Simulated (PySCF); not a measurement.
# Structure from 2D NMR

Compound of formula C$_{2}$H$_{14}$OSi$_{4}$. Correlations simulated from computed shifts and the bond graph:

HSQC (one-bond C–H):
```tsv
δH	δC
0.98	11.9
0.91	6.2
```

COSY cross peaks (H two or three bonds apart, from the bond graph; peaks can be absent where the dihedral angle is near 90°):
```tsv
δH	δH
6.27	3.53
4.88	0.98
0.98	0.91
```

HMBC (two and three bonds, from the bond graph):
```tsv
δH	δC
4.88	11.9, 6.2
0.98	6.2
0.91	11.9
```

Level of theory: GIAO PBE0/pcSseg-1 shieldings, GFN2-xTB geometry, in PySCF 2.14 (fast rotation and ring inversion assumed for equivalent nuclei, non-relativistic, in vacuum, a single conformation).

Scale: $^{1}$H (σref 31.72), $^{13}$C (σref 186.93) against TMS (reference shieldings calculated alike).

Exchangeable hydrogens are left out of these lists.

Problem. Which molecule is this?

Solution. `CC[SiH2]O[SiH]([SiH3])[SiH3]`.

Atoms are numbered as in `[CH3:1][CH2:2][SiH2:3][O:4][SiH:5]([SiH3:6])[SiH3:7]`. Hydrogens are named by the atom that carries them.

δC 11.9 is C2, an sp3 CH2 bonded to Si (δH 0.98). δC 6.2 is C1, a methyl carbon (δH 0.91). COSY links 6.27–3.53, 4.88–0.98, 0.98–0.91.

The data come from this structure; uniqueness wasn't tested.

Shifts are as computed. Against solution values, carbons near 30 ppm lie about +3 ppm off and those near 130 ppm about +5 ppm. Of 1309 compounds with measured shifts, 239 miss one by over three times the rms of a fit or turn the order of signals round; such compounds aren't used in these exercises.
